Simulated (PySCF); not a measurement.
Si(H)(F)(Cl)(OMe) (CH₄ClFOSi), SMILES CO[SiH](F)Cl. Heavy atoms are numbered as in [SiH:1]([F:2])([Cl:3])[O:4][CH3:5]. Hydrogens are named by the atom that carries them.

Geometry: B3LYP-D3(BJ)/def2-SVP. Other conformers were not sampled.

The numbers are results of KT2/pcSseg-1 run with PySCF, not measurements.

GIAO shieldings, no solvent; atoms alike by connectivity are averaged. δ = σ(ref) − σ: ²⁹Si against TMS (σ = 361.9 ppm); ¹⁹F against CFCl3 (σ = 127.1 ppm); ³⁵Cl against HCl (σ = 945.4 ppm); ¹⁷O against H2O (σ = 330.4 ppm); ¹³C against TMS (σ = 185.1 ppm); ¹H against TMS (σ = 31.47 ppm), references at their B3LYP-D3(BJ)/def2-TZVP geometries, non-relativistic (without spin–orbit terms, shifts of atoms bonded to Cl or Br come out too high).

Computed chemical shifts:
```json
[
 {"nucleus": "²⁹Si", "atoms": "Si1 (SiH)", "count": "1", "δ (ppm)": "-23.3"},
 {"nucleus": "¹⁹F", "atoms": "F2", "count": "1", "δ (ppm)": "-156.8"},
 {"nucleus": "³⁵Cl", "atoms": "Cl3", "count": "1", "δ (ppm)": "88.9"},
 {"nucleus": "¹⁷O", "atoms": "O4", "count": "1", "δ (ppm)": "64.8"},
 {"nucleus": "¹³C", "atoms": "C5 (CH3)", "count": "1", "δ (ppm)": "56.3"},
 {"nucleus": "¹H", "atoms": "H on Si1", "count": "1", "δ (ppm)": "5.58"},
 {"nucleus": "¹H", "atoms": "H on C5", "count": "3", "δ (ppm)": "4.21"}
]
```
